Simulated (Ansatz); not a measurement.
Species: HSOF₂, charge 1, singlet. HSOF2+ (SMILES [OH+]=S(F)F).
B3LYP-D3(BJ)/def2-TZVP minimum from Ansatz (an electronic-structure program):
```xyz
5

O      1.2627    -0.5678     0.2465
S     -0.1591    -0.0617     0.4204
F     -0.9204    -0.6972    -0.7535
F     -0.1112     1.3667    -0.1442
H      1.7276    -0.4945    -0.6194
```
Charge +1, spin multiplicity 1.

Hartree-Fock and CCSD(T) correlation energies in hartree (Ansatz). Radicals and triplets start from unrestricted determinants; spin-orbit coupling is neglected. Correlated methods leave the cores frozen. No relativity.

```json
[
 {"basis": "cc-pV(T+d)Z", "X": "3", "E(HF)": "-671.63508", "E(corr, CCSD(T))": "-0.95500"},
 {"basis": "cc-pV(Q+d)Z", "X": "4", "E(HF)": "-671.66537", "E(corr, CCSD(T))": "-1.03389"},
 {"basis": "cc-pV(5+d)Z", "X": "5", "E(HF)": "-671.67287", "E(corr, CCSD(T))": "withheld"}
]
```

Task: Fit E(corr) = E∞ + A/X³ to X = 3 and 4, predict X = 5, and compare with the run.

Result: A = (-0.95500 - (-1.03389))/(1/27 - 1/64) = 3.6844; E∞ = -1.03389 - A/64 = -1.09146; at X = 5, E∞ + A/125 = -1.06198. The run gave -1.06325, 1.27 mEh below the prediction. The same form on X = 4 and 5 gives E∞ = -1.09405, 2.60 mEh below the first estimate.
